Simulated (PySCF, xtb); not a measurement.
CdBr₂, SMILES [Br][Cd][Br].

GFN2-xTB (xtb 6.7.1) at its own geometry gives an orbital gap of 3.27 eV and a dipole moment of 5.55 D.

Geometry optimised at B3LYP-D3(BJ)/def2-SVP. The structure was generated by enumeration; whether it is a known compound was not checked. The def2 effective core potentials stand for the cores of Cd; spin–orbit coupling is left out.

Question: What does r2SCAN/def2-TZVPD in PySCF give? (The exact figures need the calculation; the answer reports its results.)

Answer: gap 4.36 eV (levels -7.48 and -3.12 eV), dipole 0.00 D.
